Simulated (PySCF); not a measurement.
An equivalent PySCF input for As⁺ (arsenic, charge +1), [Ar] 3d10 4s2 4p2, high-spin 3P determinant, with scalar relativity by spin-free X2C-1e:

```python
from pyscf import gto, scf, dft, mp, cc
import basis_set_exchange as bse
mol = gto.M(atom="As 0 0 0", charge=1, spin=2, symmetry="D2h",
            basis=gto.basis.parse(bse.get_basis("cc-pVDZ-DK", elements=["As"], fmt="nwchem", header=False)),
            nucmod="G")
mf = scf.UHF(mol).sfx2c1e()
mf.irrep_nelec = {'Ag': (6, 6), 'B1g': (1, 1), 'B2g': (1, 1), 'B3g': (1, 1), 'B1u': (3, 2), 'B2u': (3, 2), 'B3u': (2, 2)}
mf.kernel()
```

It reaches the same state as the run whose output follows, and the same energy. The run itself started from symmetry-adapted Hartree-Fock orbitals and held the occupation by maximum overlap, so the iterations belong to that start.

```
SCF conv_tol = 1e-09
number electrons alpha = 17  beta = 15
cycle= 1 E= -2258.5701784889  delta_E= -0.00306  |g|= 0.0187  |ddm|= 0.0742
cycle= 2 E= -2258.57051385285  delta_E= -0.000335  |g|= 0.00625  |ddm|= 0.0256
cycle= 3 E= -2258.57055659103  delta_E= -4.27e-05  |g|= 0.0002  |ddm|= 0.0143
cycle= 4 E= -2258.57055664131  delta_E= -5.03e-08  |g|= 3.38e-05  |ddm|= 0.00179
cycle= 5 E= -2258.57055664285  delta_E= -1.54e-09  |g|= 7.21e-06  |ddm|= 0.000371
cycle= 6 E= -2258.57055664291  delta_E= -6.23e-11  |g|= 5.24e-07  |ddm|= 8.44e-05
converged SCF energy = -2258.57055664291  <S^2> = 2.0077464  2S+1 = 3.0051598
```
